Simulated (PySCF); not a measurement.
Frontier orbitals and the lowest excitations

C₅H₁₂Ge.
Z-matrix (Å and degrees, PBE0-D3(BJ)/def2-SVP geometry), rows numbered from 1:
```
C 
C   1  1.5302
C   2  1.5305  1  114.49
Ge  3  1.9615  2  110.31  1    55.39
C   4  1.9614  3  102.73  2   -43.08
C   1  1.5301  2  115.23  3   -66.61
H   1  1.1061  2  109.17  3    56.61
H   1  1.1024  2  108.53  3   171.48
H   2  1.1039  1  108.77  3  -122.75
H   2  1.1056  1  108.63  3   122.84
H   3  1.1036  2  110.10  1   -63.30
H   3  1.1010  2  111.18  1   178.72
H   4  1.5429  3  112.52  2  -164.35
H   4  1.5461  3  109.96  2    73.97
H   5  1.1036  4  107.64  3   -76.97
H   5  1.1010  4  110.86  3   166.70
H   6  1.1056  1  108.64  2   -56.16
H   6  1.1039  1  108.75  2  -170.57
```

Method: TDDFT CAM-B3LYP/def2-SVPD, vertical, gas phase, core orbitals frozen in the response (PySCF 2.14.0, density-fitted response routines). The CAM-B3LYP/def2-SVPD calculation is non-relativistic and has no spin–orbit coupling, an omission that weighs most on germanium.

Frontier orbitals with the atoms that hold most of them (Löwdin shares over 4%, at most four atoms; ? is withheld):

| orbital | ε (eV) | atoms |
| --- | --- | --- |
| HOMO-3 | -10.64 | C1 22%, C2 13%, C6 13%, H7 13% |
| HOMO-2 | -10.17 | Ge4 28%, H14 20%, H13 15%, C3 7% |
| HOMO-1 | -9.53 | Ge4 21%, C3 14%, C5 14%, H13 8% |
| HOMO | ? | ? |
| LUMO | 1.21 | ? |
| LUMO+1 | 1.62 | Ge4 20%, C5 11%, C3 11%, H14 9% |
| LUMO+2 | 1.75 | Ge4 26%, H14 10%, C1 9%, H13 6% |

Problem. Which atoms hold the LUMO, and with what shares?

Solution. Ge4 (bonded to 2 C and 2 H) 32%; H13 (bonded to Ge) 7%; C1 (bonded to 2 C and 2 H) 5%; C2 (bonded to 2 C and 2 H) 5%. By element: germanium 32%, carbon 10% or more, hydrogen 7% or more.

Problem. Give the leading atoms of the HOMO.

Solution. C5 (bonded to C, Ge and 2 H) 20%; C3 (bonded to C, Ge and 2 H) 20%; Ge4 (bonded to 2 C and 2 H) 18%; C6 (bonded to 2 C and 2 H) 7%. By element: carbon 48% or more, germanium 18%.

Problem. What is the HOMO energy, and the HOMO–LUMO gap?

Solution. ε(HOMO) = -8.85 eV; the gap is 10.06 eV (0.3697 hartree).

Problem. The HOMO–LUMO gap is 10.06 eV. Where does the response calculation put the lowest singlet, and from which orbitals?

Solution. S1 is at 7.27 eV (f = 0.0016), 2.79 eV below the gap, made of HOMO→LUMO (90%). Without the coupling terms of the response equations the lowest excitation would equal the gap.

Problem. Give energy, strength and leading configuration of S1, S2 and S4, and follow the Löwdin shares of the leading atoms from the occupied to the empty orbital.

Solution. 
- S1 (7.27 eV, f 0.0016), HOMO→LUMO (90%): C5 20% → at most 5%, C3 20% → at most 5%, Ge4 18% → 32%, H13 at most 8% → 7%
- S2 (7.58 eV, f 0.014), HOMO→LUMO+1 (86%): C5 20% → 11%, C3 20% → 11%, Ge4 18% → 20%
- S4 (8.01 eV, f 0.064), HOMO-1→LUMO (72%): Ge4 21% → 32%, C3 14% → at most 5%, H13 8% → 7%

Löwdin shares depend on the basis, the more so with diffuse functions.

Hardware: an x86-64 server with one thread, shared host. Cost: 4.3 min wall.

One conformer stands for the species.
